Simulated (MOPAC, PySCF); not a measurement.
H6GaN3, SMILES `[NH2][Ga]([NH2])[NH2]`, neutral singlet in the gas phase. 

Cartesian coordinates (Å):
```xyz
10

N      0.2806     1.7952     0.1959
Ga     0.0030    -0.0005     0.0144
N     -1.6944    -0.6732     0.1030
N      1.4245    -1.1359    -0.1436
H     -0.4877     2.4323     0.0499
H      1.1365     2.2081    -0.1424
H     -1.8230    -1.6422     0.3543
H     -2.4189    -0.1156     0.5306
H      1.2722    -2.0771    -0.4731
H      2.3072    -0.7910    -0.4891
```
Charge 0, spin multiplicity 1.

All levels are single points at this geometry (r2SCAN-D4/def2-TZVP); Pople sets use spherical d functions. Orbital energies aren't observables, and empty levels follow the basis.

```tsv
level	HOMO (eV)	LUMO (eV)	gap (eV)	dipole (D)	vertical IE, Delta-SCF (eV)
r2SCAN-D4/def2-TZVP in PySCF	-5.65	-0.18	5.47	0.70	–
BP86/6-31G* in PySCF	-5.03	-0.43	4.60	0.76	–
HF/3-21G in PySCF	-9.75	3.84	13.58	1.13	–
AM1 in MOPAC	-9.12	-1.10	8.02	0.92	–
PM6 in MOPAC	-9.18	0.64	9.82	1.11	–
PM7 in MOPAC	-9.27	1.34	10.61	1.22	–
```
